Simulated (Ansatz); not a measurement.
Au₂Se. Charge 0, multiplicity 1. Geometry r2SCAN-D4/def2-TZVP, basis def2-TZVP, Ansatz.

Cartesian coordinates in Å:
```
Au 1.2187 0.8262 0.8337
Au -1.3227 0.2982 -1.0122
Se 0.1039 -1.1244 0.1785
```

| run | HOMO (eV) | LUMO (eV) |
| --- | --- | --- |
| A | -5.80 | -3.39 |
| B | -7.00 | -2.23 |
| C | -5.52 | -4.23 |
| D | -8.03 | -0.08 |
| E | -5.41 | -3.70 |
| F | -6.19 | -3.03 |

In the def2 sets Au takes a core potential; there is no spin–orbit coupling. HSE06 is defined as in plane-wave codes, on full-range PBE exchange. The structure comes from a short search, and lower isomers may exist.

The runs used BHLYP, HF, HSE06, LDA (SPW92), PBE0, r2SCAN. Estimate which is which.

A HSE06 (range-separated); B BHLYP (50 % exact exchange); C LDA (SPW92) (0 % exact exchange); D HF (100 % exact exchange); E r2SCAN (0 % exact exchange); F PBE0 (25 % exact exchange). Exact exchange lowers occupied and raises empty levels; among semilocal functionals meta-GGAs tend to open the gap a little, and such runs are hard to tell apart. The gap grows from 1.28 eV (LDA (SPW92)) to 7.95 eV (HF).
